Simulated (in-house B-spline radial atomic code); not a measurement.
A calculation on neutral tellurium: its settings, and results tabulated from the run. Level of theory: non-relativistic M06-2X, spin-polarised, spherical fractional occupations, point nucleus; calculated with an all-electron radial atomic-structure program (B-spline basis).

Command:
```bash
python run_scf.py task.json out
```
Settings:
```
Z                52
configuration    [Kr] 4d10 5s2 5p4
hamiltonian      nr
method           m062x
spin_polarised   True
```

Output (hartree, bohr):
```
 radial grid: 60 intervals, B-splines of order 8, outer radius 50 bohr

 iter        energy (Eh)    residual
    1       -6614.708252    1.99e-01
    2       -6614.733799    9.62e-03
    3       -6614.734386    6.80e-03
    4       -6614.734556    4.69e-03
    5       -6614.734674    1.89e-03
    6       -6614.734696    6.63e-04
    7       -6614.734700    1.71e-04
    8       -6614.734700    1.11e-05
    9       -6614.734700    4.24e-06
   10       -6614.734700    1.10e-06
   11       -6614.734700    6.70e-07
   12       -6614.734700    4.28e-07

 total energy                     -6614.73470
 kinetic                            6612.1569
 electron-nucleus                 -15710.0671
 Hartree                            2654.9790
 exact exchange                      -91.1043
 exchange-correlation                -80.6992

 orbital      occ     eigenvalue          <r>       <r^2>       <1/r>     <1/r^3>       r_max
 1s up      1.000     -1123.7181    0.0292557  0.00114463     51.4493           -     0.01936
 1s down    1.000     -1123.7144    0.0292556  0.00114463     51.4493           -     0.01936
 2s up      1.000      -169.7152     0.126131    0.018678     11.7847           -      0.1071
 2s down    1.000      -169.7132     0.126131   0.0186779     11.7848           -      0.1071
 2p up      3.000      -159.3317     0.107396   0.0140235     11.8066     4605.36     0.08362
 2p down    3.000      -159.3291     0.107397   0.0140238     11.8065     4605.23     0.08363
 3s up      1.000       -34.2863     0.335861    0.128693     4.28629           -      0.3057
 3s down    1.000       -34.2822     0.335852    0.128686      4.2864           -      0.3057
 3p up      3.000       -29.9225     0.325909    0.123019     4.22121     860.841      0.2917
 3p down    3.000       -29.9177      0.32592    0.123027     4.22107     860.767      0.2917
 3d up      5.000       -21.7375     0.296159    0.103677     4.08637     138.693      0.2377
 3d down    5.000       -21.7356     0.296141    0.103664     4.08658      138.71      0.2377
 4s up      1.000        -6.0672     0.795873    0.715425     1.72969           -      0.7276
 4s down    1.000        -6.0611     0.795563    0.714458     1.72954           -      0.7279
 4p up      3.000        -4.5242     0.834505    0.793595     1.62738      161.27      0.7482
 4p down    3.000        -4.5167     0.833811    0.791535     1.62752     161.175      0.7486
 4d up      5.000        -1.8551     0.964378     1.09057     1.37158     19.0602      0.8042
 4d down    5.000        -1.8457      0.95527     1.06638     1.38108      19.305      0.8037
 5s up      1.000        -0.6773      2.18128     5.39428    0.588783           -       1.877
 5s down    1.000        -0.5483      2.24086     5.71627     0.57416           -       1.911
 5p up      3.000        -0.3285      2.62313     7.90844    0.486756     13.6158       2.137
 5p down    1.000        -0.1615      2.95266     10.2383    0.434353     10.1106       2.358
```

Cost of the run: 0.36 s on 1 thread of Intel(R) Xeon(R) 6975P-C, with other jobs on the host.

Caution: exact exchange at fractional occupations of open shells leaves self-interaction of up to several eV.
